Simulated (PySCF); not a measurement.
Relaxation of singlet SeSF2

Computed with PySCF, PBE0, basis Se def2-TZVP, S def2-TZVP, F def2-TZVP (no relativity, density fitting). A (50,194) grid was used.

A hand-made trigonal planar start, of C2v symmetry, held to at least that symmetry:

```xyz
4
charge 0 multiplicity 1, angstrom
Se    0.1003    0.1737    0.0000
S    -0.9046   -1.5670    0.0000
F     1.9003    0.1738    0.0000
F    -0.7998    1.7325    0.0000
```

Optimiser trace:
```tsv
step	E − E(last) (kJ/mol)	largest gradient (Eh/bohr)
0	109.99	0.03762
1	73.77	0.01606
2	48.79	0.02479
3	31.98	0.03156
4	12.28	0.02144
5	0.70	0.00612
6	0.31	0.00342
7	0.00	0.00031
8	0.00	0.00006
```

It ends at C2v with Se–F 1.842 Å (×2), Se–S 2.002 Å; F–Se–F 170.2°, F–Se–S 94.9° (×2) (after a last refinement on a finer grid). A frequency run shows 1 imaginary mode, down to 160i cm⁻¹, so it is a saddle point. Other isomers or separated fragments may lie lower.

The relaxation took roughly 90 core-seconds on a shared host.
